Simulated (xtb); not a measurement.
Sn(H)2(Br)(OMe) (CH5BrOSn), SMILES C[O][SnH2][Br]. All values are semi-empirical tight-binding results from xtb (GFN2-xTB unless named), good for trends rather than for accurate numbers. Coordinates come from a GFN2-xTB optimisation. The structure was generated by enumeration; whether it is a known compound was not checked. Other conformers were not sampled.

A frequency run showed that this geometry is not a minimum.

For metal compounds this method's bond lengths and energies can be far off.

```json
{
  "orbital_gap": "3.82 eV"
}
```
